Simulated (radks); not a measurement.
Values are calculated unless marked as measured or tabulated.
How relativity changes the ionisation of the germanium ion Ge3+ ([Ar] 3d10 4s1) to Ge4+ ([Ar] 3d10). Spin-unpolarised spherical Kohn-Sham, LDA (Slater exchange, Perdew-Wang correlation), point nucleus unless stated (finite: rms radius 4.0742 fm), a radial shooting solver on a logarithmic mesh with Libxc functionals. A level marked "c x" has the speed of light scaled by that factor.

level                        E(Ge3+) (hartree)  E(Ge4+) (hartree)  IE (eV)   HOMO  <r> HOMO (bohr)
non-rel.                           -2071.66143        -2069.97403   45.917     4s            1.865
scalar-rel.                        -2093.74763        -2092.03322   46.651     4s            1.838
scalar-rel., finite nucleus        -2093.73490        -2092.02050   46.651     4s            1.838
Dirac                              -2093.84659        -2092.13219   46.651  4s1/2            1.838
Dirac, finite nucleus              -2093.83385        -2092.11946   46.651  4s1/2            1.838
Dirac, c x 2                       -2077.09687        -2075.40289   46.096  4s1/2            1.858
Dirac, c x 5                       -2072.52630        -2070.83785   45.945  4s1/2            1.864
Dirac, c x 100                     -2071.66359        -2069.97618   45.917  4s1/2            1.865

NIST Atomic Spectra Database: 45.716 eV (measured). The relativistic part of the total energy of Ge3+ is -22.17 hartree (Dirac, finite nucleus), 1.1 % of the non-relativistic value. Spin polarisation and multiplet splitting of open shells are left out at every level.

Beside tabulated values, note that spin-unpolarised runs miss the spin-polarisation part of the exchange energy of open shells.
